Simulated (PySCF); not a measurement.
**Diatomics of Co with the chalcogens**

PBE0 with triple-zeta basis sets in PySCF, for the lowest determinant that a PBE0 search found; no spin–orbit coupling. De refers to high-spin ground-configuration atoms. A positive dipole means M(−)Co(+).

```csv
M,basis,state (unpaired electrons),Re (Å),ωe (cm⁻¹),De (eV),μ (D)
O,def2-TZVPP,"quartet (π ↑↑, δ ↑)",1.612,916,n/a,4.80
S,def2-TZVPP,"quartet (π ↑↑, δ ↑)",1.973,536,n/a,5.00
Se,x2c-TZVPPall,"quartet (π ↑↑, δ ↑)",2.089,396,n/a,4.63
```

The shortest bond is that of CoO (1.612 Å), the longest that of CoSe (2.089 Å).

The rows differ in basis set, which adds steps of its own.

Down a group the atoms grow and get heavier, so bonds lengthen and wavenumbers fall; this series shows no clear exception.

De is left out where the level can put another filling of the metal’s s and d shells below the measured ground configuration, by anything from nothing to about 1 eV. Spin–orbit coupling is left out. With d or f electrons several states lie close, and the lowest PBE0 determinant need not be the measured ground state.
